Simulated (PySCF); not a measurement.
Harmonic spectrum computed at PBE0 in the def2-TZVP basis family (core potentials from Rb on, PySCF, no spin–orbit coupling):

```tsv
symmetry	ω (cm⁻¹)	IR (km/mol, summed over degenerate members)
πu	688	65.3
σg+	1395	0.0
σu+	2456	661
```

Problem. Which molecule gave it? In each, all ligands are bound to the one heavy central atom.
A. TiO₂ (singlet)
B. NbO₂ (doublet)
C. NO₂ (doublet)
D. CO₂ (singlet)

Solution. D. It has D∞h symmetry with C–O 1.157 Å (×2).
